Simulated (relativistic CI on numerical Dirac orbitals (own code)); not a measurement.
Calculated at this level of theory: Dirac-Coulomb-Breit CI, separate exchange-only KLI orbitals for each configuration, QED by a radiative potential, unscaled Slater integrals (own radial code, finite nucleus).

The strongest absorption lines from the ground level of an ion, among the configurations computed and to levels below about 506 eV (vacuum wavelength in Å, gf): 53.793 (0.35), 53.848 (0.18), 55.299 (0.41), 55.478 (0.73), 56.011 (0.27), 56.744 (0.91), 72.520 (0.25), 74.645 (0.3).

Task: Which ion is it?
A. Xe39+
B. Rh30+
C. Sb34+
D. Sb36+

Result: D. Sb36+ has 15 electrons and the ground level 3s2.3p3 2P°_3/2; the strongest line goes to 3s2.3p2.3d 4P_5/2. The pattern of lines fixes the number of electrons, and along that sequence the line energies rise steadily with the charge (about as its square where n changes within one kind of shell, about linearly where n is kept but much faster in heavy ions where fine structure, which grows about as Z⁴, sets the gap, and irregularly where shells cross), which fixes Z. Configurations outside the model, such as inner-shell arrays, can give stronger lines. At this charge energies of transitions that change n are usually good to better than 1 %, and those within a shell (Δn = 0) to a few per cent.

LS names give the leading component of a level, which can be under half, so a name can repeat, a term be missing and a line seem to break the LS rules.
